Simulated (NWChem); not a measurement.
Everything below was run with NWChem. System: HBCl, charge -1, spin multiplicity 3, at the geometry of a parent with another charge or spin, in a state set for the comparison that need not be this species' ground state. Its SCF solution wasn't tested for a lower state. Level: ULC-wPBE (omega 0.3 per bohr)/def2-TZVPD.

Job file:

```
start mol
memory heap 200 mb stack 900 mb global 1100 mb
charge -1
geometry units angstroms nocenter noautoz
  B      1.152957    -0.462696     0.000000
  Cl    -0.463725     0.120702     0.000000
  H      2.118541     0.261542     0.000000
  symmetry group Cs
end
basis spherical
  * library def2-tzvpd
end
dft
  xc xwpbe 1.00 cpbe96 1.0 hfexch 1.00
  cam 0.3 cam_alpha 0.00 cam_beta 1.00
  odft
  mult 3
  direct
  iterations 100
end
task dft energy
```

NWChem printed:

```
             Northwest Computational Chemistry Package (NWChem) 7.3.0
             --------------------------------------------------------

                                NWChem Input Module
                                -------------------

 Scaling coordinates for geometry "geometry" by  1.889725989
 (inverse scale =  0.529177249)

 Turning off AUTOSYM since
 SYMMETRY directive was detected!

                             Geometry "geometry" -> ""
                             -------------------------

 Output coordinates in angstroms (scale by  1.889725989 to convert to a.u.)

  No.       Tag          Charge          X              Y              Z
 ---- ---------------- ---------- -------------- -------------- --------------
    1 B                    5.0000     1.15295700    -0.46269600     0.00000000
    2 Cl                  17.0000    -0.46372500     0.12070200     0.00000000
    3 H                    1.0000     2.11854100     0.26154200     0.00000000

 Effective nuclear repulsion energy (a.u.)      31.8413051694

            Nuclear Dipole moment (a.u.)
            ----------------------------
        X                 Y               Z
 ---------------- ---------------- ----------------
     0.0000018897    -0.0000075589     0.0000000000

      Symmetry information
      --------------------

 Group name             Cs
 Group number              2
 Group order               2
 No. of unique centers     3

      Symmetry unique atoms

     1    2    3


 Summary of "ao basis" -> "" (spherical)
 ------------------------------------------------------------------------------
       Tag                 Description            Shells   Functions and Types
 ---------------- ------------------------------  ------  ---------------------
 *                         def2-tzvpd                 on all atoms

  pbe96 is a nonlocal functional; adding pw91lda local functional.

                                 NWChem DFT Module
                                 -----------------

 Summary of "ao basis" -> "ao basis" (spherical)
 ------------------------------------------------------------------------------
       Tag                 Description            Shells   Functions and Types
 ---------------- ------------------------------  ------  ---------------------
 B                         def2-tzvpd               13       37   6s3p3d1f
 Cl                        def2-tzvpd               16       46   6s6p3d1f
 H                         def2-tzvpd                5        9   3s2p

 Summary of "ao basis" -> "ao basis" (spherical)
 ------------------------------------------------------------------------------
       Tag                 Description            Shells   Functions and Types
 ---------------- ------------------------------  ------  ---------------------
 B                         def2-tzvpd               13       37   6s3p3d1f
 Cl                        def2-tzvpd               16       46   6s6p3d1f
 H                         def2-tzvpd                5        9   3s2p

      Symmetry analysis of basis
      --------------------------

        a'         63
        a"         29

  int_init: cando_txs set to always be  F

            General Information
            -------------------
          SCF calculation type: DFT
          Wavefunction type:  spin polarized.
          No. of atoms     :     3
          No. of electrons :    24
           Alpha electrons :    13
            Beta electrons :    11
          Charge           :    -1
[...]
    49     -0.091515  2 Cl pz                 9      0.080532  1 B  pz
    12      0.052421  1 B  pz                61      0.041089  2 Cl pz

 Vector   11  Occ=1.000000D+00  E=-2.060368D-01  Symmetry=a'
              MO Center=  2.9D-01,  1.1D-02, -3.6D-15, r^2= 2.5D+00
   Bfn.  Coefficient  Atom+Function         Bfn.  Coefficient  Atom+Function
  ----- ------------  ---------------      ----- ------------  ---------------
    54      0.353895  2 Cl py                53      0.291363  2 Cl px
    57      0.222228  2 Cl py                56      0.183012  2 Cl px
    51      0.163921  2 Cl py                85     -0.164461  3 H  s
     7     -0.137897  1 B  px                45     -0.136838  2 Cl py
    50      0.135451  2 Cl px                 4     -0.128669  1 B  s

 Vector   12  Occ=0.000000D+00  E= 1.732140D-01  Symmetry=a'
              MO Center= -1.7D+00,  5.4D-01,  1.4D-16, r^2= 1.5D+01
   Bfn.  Coefficient  Atom+Function         Bfn.  Coefficient  Atom+Function
  ----- ------------  ---------------      ----- ------------  ---------------
    43      5.717924  2 Cl s                  6     -3.003722  1 B  s
     5     -2.486155  1 B  s                 13      2.293344  1 B  px
    59      1.966702  2 Cl px                56      1.033944  2 Cl px
     4     -0.809663  1 B  s                 60     -0.728712  2 Cl py
    14     -0.675070  1 B  py                10      0.526039  1 B  px

 Vector   13  Occ=0.000000D+00  E= 2.009963D-01  Symmetry=a'
              MO Center=  4.5D-01, -1.5D-01,  2.9D-16, r^2= 1.9D+01
   Bfn.  Coefficient  Atom+Function         Bfn.  Coefficient  Atom+Function
  ----- ------------  ---------------      ----- ------------  ---------------
     5      5.278698  1 B  s                  6     -2.353508  1 B  s
    59     -1.766668  2 Cl px                43     -1.622575  2 Cl s
    86     -1.432508  3 H  s                 14      1.198411  1 B  py
    56     -0.634141  2 Cl px                90      0.601892  3 H  px
     4      0.559013  1 B  s                 30     -0.453196  1 B  d  2

 Vector   14  Occ=0.000000D+00  E= 2.072287D-01  Symmetry=a'
              MO Center= -6.9D-01, -2.3D-01,  3.4D-17, r^2= 1.6D+01
   Bfn.  Coefficient  Atom+Function         Bfn.  Coefficient  Atom+Function
  ----- ------------  ---------------      ----- ------------  ---------------
    60      1.933144  2 Cl py                14     -1.328363  1 B  py
     5      1.084506  1 B  s                 30      0.631236  1 B  d  2
    26      0.620488  1 B  d -2              43     -0.520114  2 Cl s
     6     -0.499279  1 B  s                 90     -0.406698  3 H  px
    72      0.380891  2 Cl d -2              57      0.277259  2 Cl py

   alpha - beta orbital overlaps
   -----------------------------

   alpha      1      2      3      4      5      6      7      8      9     10
    beta      1      2      3      4      5      6      7      8      9     10
 overlap   1.000  1.000  0.995  0.995  1.000  1.000  1.000  0.986  0.998  0.995

   alpha     11     12     13     14     15     16     17     18     19     20
    beta     11     16     17     12     13     14     15     18     19     20
 overlap   0.978  0.808  0.903  0.971  0.951  0.931  0.979  0.997  0.950  0.975

   alpha     21     22     23     24     25     26     27     28     29     30
    beta     21     22     23     24     25     28     27     26     30     29
 overlap   0.983  0.939  0.989  0.950  0.941  0.684  0.950  0.744  0.965  0.997

   alpha     31     32     33     34     35     36     37     38     39     40
    beta     31     32     33     34     35     36     37     38     39     40
 overlap   0.969  0.963  0.963  0.968  0.995  0.966  0.966  0.989  0.932  0.928

   alpha     41     42     43     44     45     46     47     48     49     50
    beta     41     42     43     44     45     46     47     48     49     50
 overlap   0.909  0.965  0.998  0.906  0.897  0.959  0.989  0.989  0.997  0.968

   alpha     51     52     53     54     55     56     57     58     59     60
    beta     51     52     53     54     55     56     57     58     59     60
 overlap   0.974  0.989  0.999  0.989  0.992  0.999  0.999  0.944  0.991  0.943

   alpha     61     62     63     64     65     66     67     68     69     70
    beta     61     62     63     63     69     64     65     66     67     70
 overlap   0.990  0.962  0.621  0.750  0.954  0.771  0.962  0.661  0.955  0.804

   alpha     71     72     73     74     75     76     77     78     79     80
    beta     71     72     74     73     75     76     77     78     79     80
 overlap   0.971  0.840  0.855  0.990  0.993  0.994  1.000  0.999  0.729  0.733

   alpha     81     82     83     84     85     86     87     88     89     90
    beta     81     82     83     84     85     86     87     88     89     90
 overlap   0.999  0.997  1.000  0.997  0.997  0.999  1.000  1.000  1.000  1.000

   alpha     91     92
    beta     91     92
 overlap   1.000  1.000

     --------------------------
     Expectation value of S2:
     --------------------------
      <S2> =      2.0051 (Exact =     2.0000)

 center of mass
 --------------
 x =  -0.05580579 y =  -0.02451605 z =   0.00000000

 moments of inertia (a.u.)
 ------------------
          10.454105940079          26.033038326994           0.000000000000
          26.033038326994          95.121999322221           0.000000000000
           0.000000000000           0.000000000000         105.576105262300

     Multipole analysis of the density
     ---------------------------------

     L   x y z        total         alpha         beta         nuclear
     -   - - -        -----         -----         ----         -------
     0   0 0 0     -1.000000    -13.000000    -11.000000     23.000000

     1   1 0 0     -1.605087     -2.905336      1.300247      0.000002
     1   0 1 0      0.862708      1.773189     -0.910473     -0.000008
     1   0 0 1     -0.000000     -0.000000     -0.000000      0.000000

     2   2 0 0    -24.321944    -45.891576    -31.248052     52.817684
     2   1 1 0      2.885641     10.479349      3.350849    -10.944557
     2   1 0 1     -0.000000     -0.000000     -0.000000      0.000000
     2   0 2 0    -20.343400    -17.289211     -8.005523      4.951333
     2   0 1 1     -0.000000      0.000000     -0.000000      0.000000
     2   0 0 2    -20.114510    -13.503255     -6.611255      0.000000

 Task  times  cpu:       71.4s     wall:       71.4s

 Total times  cpu:       71.4s     wall:       71.4s
```
